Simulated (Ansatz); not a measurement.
One change: `CNC` becomes `[Li][N](C)C`.

Ansatz, PBE0-D4/def2-TZVP geometries, multiplicity 1. 

```
                                      property  `CNC`
           HOMO energy (B3LYP/def2-TZVPP) / eV  -6.16
             LUMO energy (PBE/def2-TZVPP) / eV   0.41
         HOMO energy (ωB97M-V/def2-TZVPP) / eV  -8.75
size of the dipole moment (PBE/def2-TZVPP) / D   0.88
             HOMO energy (PBE/def2-TZVPP) / eV  -4.93
          HOMO–LUMO gap (PBE0/def2-TZVPP) / eV   7.59
```

What does the change do to each property? (Best estimate.)

The calculation gave: 
```csv
property,`[Li][N](C)C`,shift
HOMO energy (B3LYP/def2-TZVPP) / eV,-3.96,2.20
LUMO energy (PBE/def2-TZVPP) / eV,-1.57,-1.98
HOMO energy (ωB97M-V/def2-TZVPP) / eV,-6.36,2.39
size of the dipole moment (PBE/def2-TZVPP) / D,5.44,4.56
HOMO energy (PBE/def2-TZVPP) / eV,-2.99,1.94
HOMO–LUMO gap (PBE0/def2-TZVPP) / eV,3.05,-4.54
```

With PBE0 the HOMO rises by 2.27 eV and the LUMO falls by 2.28 eV, so the gap narrows by about 4.55 eV. PBE moves the HOMO by 1.94 eV and ωB97M-V by 2.39 eV. Dipoles are sizes alone; their direction can turn.

B3LYP here is the variant with VWN-RPA as its local correlation; programs differ in this.
